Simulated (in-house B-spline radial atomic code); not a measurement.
A calculation on As: its settings, and results tabulated from the run. Level of theory: scalar-relativistic (X2C) PBE, spin-polarised, spherical fractional occupations, Fermi nucleus of rms radius 4.0968 fm; calculated with a B-spline radial code for spherical atoms.

In the input, 3d5,1 would mean five up and one down electron.

Command:
```bash
python run_scf.py task.json out
```
Settings (nuclear radius in fm, mass in u):
```
Z                33
configuration    1s2 2s2 2p6 3s2 3p6 3d10 4s2 4p3,0
hamiltonian      x2c
method           pbe,pbe
spin_polarised   True
nucleus          fermi
rms_radius       4.0968
atomic_mass      74.92159
speed_of_light   137.035999084
```

Output (hartree, bohr):
```
 radial grid: 78 intervals, B-splines of order 8, outer radius 50 bohr

 iter        energy (Eh)    residual
    1       -2259.925623    3.73e-01
    2       -2260.245025    1.01e-01
    3       -2260.472701    2.07e-02
    4       -2260.482040    9.56e-03
    5       -2260.481983    5.55e-03
    6       -2260.482522    3.07e-03
    7       -2260.482737    1.47e-05
    8       -2260.482737    1.67e-06
    9       -2260.482737    2.27e-07

 total energy                     -2260.48274
 kinetic                            2311.2203
 electron-nucleus                  -5457.0000
 Hartree                             969.3460
 exchange-correlation                -84.0491

 orbital      occ     eigenvalue          <r>       <r^2>       <1/r>       r_max
 1s up      1.000      -430.1935    0.0451025  0.00275024     34.1751     0.02928
 1s down    1.000      -430.1894    0.0451022  0.00275021     34.1754     0.02928
 2s up      1.000       -54.5701      0.20247    0.048415     7.48616        0.17
 2s down    1.000       -54.5684     0.202469   0.0484136     7.48605        0.17
 2p up      3.000       -47.8512     0.177086   0.0384249     7.23189      0.1362
 2p down    3.000       -47.8476      0.17709   0.0384259     7.23168      0.1362
 3s up      1.000        -6.9757     0.598339    0.412803     2.40495      0.5218
 3s down    1.000        -6.9704     0.598194    0.412494     2.40502      0.5219
 3p up      3.000        -4.8975      0.61741    0.448257     2.23454      0.5211
 3p down    3.000        -4.8914     0.616975    0.447377      2.2353      0.5212
 3d up      5.000        -1.4837     0.680711    0.587718     1.90406      0.4771
 3d down    5.000        -1.4740     0.676072    0.577192       1.911      0.4769
 4s up      1.000        -0.5586      1.94433     4.34799    0.677326        1.63
 4s down    1.000        -0.4742      1.93498     4.33231    0.686384       1.601
 4p up      3.000        -0.2175      2.51128     7.44205    0.520096       1.989
```

Run time, properties included: 0.15 s on 1 thread of Arm Neoverse V2, on a shared host.

One-electron X2C: radii and densities carry no picture-change correction, so inner-shell <1/r> comes out high (for 1s by about 2 % at Z = 33, 5 % at 54, 10 % at 75, 30 % at 118) and <r> low.
